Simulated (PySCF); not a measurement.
# MgI from Hartree–Fock to correlated methods

State: ²Σ⁺ (doublet), unpaired electrons σ ↑. Set-up: basis Mg def2-SVPD, I def2-SVPD with ECP28; scalar-relativistic core potentials; PySCF 2.14. De refers to Mg + I in their high-spin ground configurations, without counterpoise correction. The functionals are run spin-unrestricted. A positive dipole means Mg(−)I(+). Levels whose curve was spin-contaminated or gave no clean fit are not listed.

```csv
Level,Re (Å),ωe (cm⁻¹),De (eV),μ (D),"CPU s a point (SCF and correlation, without the integrals)"
UHF,2.635,303,1.96,-3.76,0.25
UHF-MP2,2.635,303,2.34,n/a,0.51
UHF-SCS-MP2,2.639,301,2.14,n/a,n/a
PBE,2.637,289,2.27,-3.26,0.95
PW91,2.635,289,2.31,-3.27,0.7
r²SCAN,2.620,300,2.53,-3.42,1.4
PBE0,2.619,299,2.30,-3.41,1.5
B97-3,2.635,290,2.08,-3.33,0.83
```

What does a quarter of exact exchange do here, going from PBE to PBE0?

PBE0 less PBE: -1.8 pm in Re, +3.5 % in ωe, +0.03 eV in De. Exact exchange removes part of the self-interaction that spreads semilocal densities, and in most molecules shortens and stiffens the bond and lowers De; here De goes the other way.

What does second-order correlation do here, going from UHF to UHF-MP2?

UHF-MP2 less UHF: +0.0 pm in Re, +0.0 % in ωe, +0.38 eV in De. Correlation nearly always deepens the well. The bond length hardly moves.

Correlated steps freeze 5 core orbitals. Correlated levels converge slowly with the basis: in double zeta they bind strong bonds too weakly, by up to about 1 eV, and carry superposition errors of some tenths. Spin–orbit coupling is left out, which matters for elements this heavy, above all for dissociation energies. The state is the lowest determinant that a PBE0 search found; another state may lie lower at other levels.

The whole job (state search and all levels along the bond) took about 4.8 min on 1 thread of Arm Neoverse N1 (shared host), peak memory 0.66 GiB.
